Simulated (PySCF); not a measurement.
# Two-component Hartree-Fock for Zn³⁺ (zinc, charge +3)

Start: [Ar] 3d8 4s1; 3d3/2 filled at m_j = -1/2, +1/2, +3/2; 3d5/2 filled at m_j = -3/2, -1/2, +1/2, +3/2, +5/2; 4s1/2 filled at m_j = +1/2. Calculated with PySCF 2.14 in x2c-SVPall-2c with one added diffuse shell each of s, d type (6s5p4d1f, 48 functions): generalised Hartree-Fock with the X2C-1e Hamiltonian and a Gaussian nucleus; one run each with spin-orbit coupling (SO) switched off, then screened by Boettger's factors. This is a chosen level, not necessarily the ground level.

| spinor shell | electrons | ε, spin-free (eV) | ε, screened SO (eV) | weight of nominal j (screened SO) | rms radius, screened SO (bohr) |
| --- | --- | --- | --- | --- | --- |
| 1s1/2 | 2 | -9785.3 | -9785.2 | 1.000 | 0.0581 |
| 2s1/2 | 2 | -1292.1 | -1292.1 | 1.000 | 0.244 |
| 2p1/2 | 2 | -1124.0 | -1140.9 | 0.999 | 0.217 |
| 2p3/2 | 4 | -1124.0 | -1115.6 | 0.999 | 0.220 |
| 3s1/2 | 2 | -211.69 | -211.66 | 1.000 | 0.727 |
| 3p1/2 | 2 | -158.48 | -163.34 | 0.843 | 0.765 |
| 3d5/2 | 5 | -75.394 | -75.832 | 0.615 | 0.857 |
| 3d3/2 | 3 | -75.394 | -74.697 | 0.634 | 0.859 |
| 4s1/2 | 1 | -41.366 | -41.365 | 1.000 | 2.44 |

Task: Where does 3p3/2 lie, and what is the 3p spin-orbit splitting (screened SO)?

Result: At -156.07 eV, 7.269 eV above 3p1/2.

| quantity | spin-free | screened SO |
| --- | --- | --- |
| E (hartree) | -1791.06401 | -1791.11227 |
| M_J | 9/2 | 9/2 |
| ⟨J²⟩ | 24.753 | 24.753 |
| ⟨L²⟩ | 12.003 | 12.013 |
| ⟨S²⟩ | 3.750 | 3.748 |

Each row is a mean over spinors that exchange with the open shell spreads, by up to 12.773 eV (3p3/2).

Rows whose weight is well below 1 are mixtures of j = l ± 1/2: exchange outweighs spin-orbit coupling there, and the label is only the starting occupation.

Without spin-orbit coupling the j labels of p, d and f shells carry no meaning; the spin-free column gives the mean over the occupied spinors of each nl shell.
